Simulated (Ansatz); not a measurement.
Start from `C[N](C)[Au]` and change one atom or group to get `C[N](C)[AlH][NH2]`.

Ansatz, PBE0-D4/def2-TZVP geometries, multiplicity 1. Each molecule was computed in one conformer, which needn't be the lowest.

Elements past krypton have def2 core potentials.

```csv
property,`C[N](C)[Au]`
HOMO energy (ωB97M-V/def2-TZVPP) / eV,-8.02
HOMO energy (PBE/def2-TZVPP) / eV,-4.95
size of the dipole moment (PBE/def2-TZVPP) / D,0.90
HOMO–LUMO gap (B3LYP/def2-TZVPP) / eV,3.02
HOMO energy (PBE0/def2-TZVPP) / eV,-5.99
HOMO–LUMO gap (PBE0/def2-TZVPP) / eV,3.44
```

(1) Give the same properties after the change, and the shifts. (Best estimate.)

## Answers

(1) The calculation gave: 
| property | `C[N](C)[AlH][NH2]` | shift |
| --- | --- | --- |
| HOMO energy (ωB97M-V/def2-TZVPP) / eV | -8.41 | -0.39 |
| HOMO energy (PBE/def2-TZVPP) / eV | -4.86 | 0.09 |
| size of the dipole moment (PBE/def2-TZVPP) / D | 1.12 | 0.22 |
| HOMO–LUMO gap (B3LYP/def2-TZVPP) / eV | 6.00 | 2.98 |
| HOMO energy (PBE0/def2-TZVPP) / eV | -6.12 | -0.13 |
| HOMO–LUMO gap (PBE0/def2-TZVPP) / eV | 6.42 | 2.98 |

With PBE0 the HOMO falls by 0.13 eV and the LUMO rises by 2.85 eV, so the gap widens by about 2.98 eV. PBE moves the HOMO by 0.09 eV and ωB97M-V by -0.39 eV. The zero-point energy changes by 87.8 kJ/mol with +12 modes. Dipoles are sizes alone; their direction can turn.

B3LYP here is the variant with VWN-RPA as its local correlation; programs differ in this.
